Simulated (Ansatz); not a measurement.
Gas-phase electronic energies from Ansatz, PBE0-D4/def2-TZVP geometries. CCSD(T)/CBS is the MP2 limit (def2-TZVPP, def2-QZVPP) plus CCSD(T) − MP2 in def2-TZVPP, frozen cores. This one scheme is used for every species, atoms too. DFT in def2-TZVPP. B3LYP here is the variant with VWN-RPA as its local correlation; programs differ in this. Open shells (•) are unrestricted, without spin–orbit coupling. Spin–orbit coupling would lower the free atoms: a little for Al, C, Cl, Si. Each species was taken in one conformer, which may not be the lowest.

Consider the atomization: `[NH2][AlH][CH]([SiH3])Cl` → Al• + C• + Cl• + 7 H• + N• + Si•.

```tsv
level	ΔE (kcal/mol)
r2SCAN-D4	913.9
PBE	912.3
B3LYP	901.8
HF/CBS(def2)	663.7
```

(1) What does CCSD(T)/CBS give? (Estimate.)

Largest T1 diagnostic among the species: 0.018.

Answers

(1) Ansatz gave: +915.9 kcal/mol. The listed levels differ from it by -2.0, -3.6, -14.1, -252.2 kcal/mol.

The D4 term adds +11.5 kcal/mol with B3LYP and +6.1 kcal/mol with PBE0; it sums over pairs of atoms, weighted by their polarisabilities, and B3LYP, whose exchange is more repulsive, gets the larger term. From PBE to PBE0 (25 % exact exchange), in def2-TZVPP and without D4, ΔE moves by −9.8 kcal/mol: exact exchange takes away binding that semilocal exchange gives to molecules.

For atomizations the MP2-based limit and the directly extrapolated one differ by several kJ/mol either way, and by 10 to 25 for some Ge, Se and Sn compounds, so smaller differences from it don't rank the levels.
